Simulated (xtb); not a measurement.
Harmonic IR lines of one isomer of C$_{8}$H$_{7}$ClSSi, unscaled. Method: GFN2-xTB (xtb 6.7.1).

wavenumber (cm⁻¹): 563 (w), 581 (w), 765 (m), 771 (m), 780 (vs), 810 (w), 820 (w), 839 (vw), 956 (w), 1044 (w), 1113 (w), 1293 (w), 1360 (w), 1512 (vw), 2263 (vs), 2278 (s)

Task: Identify which structure gives these lines.
(A) `[SiH3]c1cc(Cl)cc2sccc12`
(B) `[SiH3]c1cc2c(Cl)cccc2s1`
(C) `[SiH3]c1cc(Cl)cc2ccsc12`
(D) `[SiH3]c1cc(Cl)c2ccsc2c1`

Result: C, `[SiH3]c1cc(Cl)cc2ccsc12`
